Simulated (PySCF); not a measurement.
**P²⁺ (phosphorus, charge +2) across methods**

[Ne] 3s2 3p1, 2P determinant. All numbers are calculated (PySCF 2.14, scalar relativity by spin-free X2C-1e, in aug-cc-pVQZ-DK).

| method | E (hartree) | mean ε 3s α (eV) | mean ε 3s β (eV) | mean ε 3p α (eV) | Σ⟨r²⟩ (bohr²) | ⟨S²⟩ |
| --- | --- | --- | --- | --- | --- | --- |
| M06 | -340.9772 | -36.015 | -34.484 | -25.968 | 13.73 | 0.752 |
| wB97X | -340.9815 | -38.683 | -37.097 | -28.769 | 13.82 | 0.754 |
| LDA | -339.6920 | -34.432 | -33.356 | -24.800 | 13.86 | 0.752 |
| UHF | -340.46653 | -40.158 | -37.177 | -29.970 | 14.05 | 0.763 |
| PBE0 | -340.8510 | -36.013 | -34.494 | -26.362 | 13.87 | 0.755 |
| M06-2X | -340.9805 | -37.312 | -35.928 | -27.317 | 13.87 | 0.753 |
| PBE | -340.8239 | -34.346 | -33.201 | -24.948 | 13.86 | 0.754 |
| r2SCAN | -340.9441 | -34.685 | -33.383 | -25.404 | 13.90 | 0.759 |
| TPSS | -340.9992 | -34.598 | -33.217 | -25.259 | 13.85 | 0.755 |
